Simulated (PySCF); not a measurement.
A structure optimised at PBE0-D3(BJ)/def2-SVP, used in a PySCF frequency run:

```
O
Si 1 1.6546
O 2 1.6619 1 102.77
H 3 0.9611 2 115.97 1 166.29
Si 1 1.6619 2 137.18 3 -1.38
N 2 1.7136 1 115.55 5 118.17
H 6 1.0137 2 119.24 1 89.47
H 6 1.0144 7 111.00 2 147.71
H 2 1.4844 1 108.41 5 -122.70
H 5 1.4912 1 107.56 2 -179.81
H 5 1.4928 10 109.11 1 120.77
H 5 1.4942 10 108.80 11 118.95
```

Question: Write its SMILES and formula.

Answer: N[Si@H](O)O[SiH3], H7NO2Si2

Question: What are its rotational constants (standard atomic weights)?

Answer: 5.9576, 1.7985, 1.5550 GHz
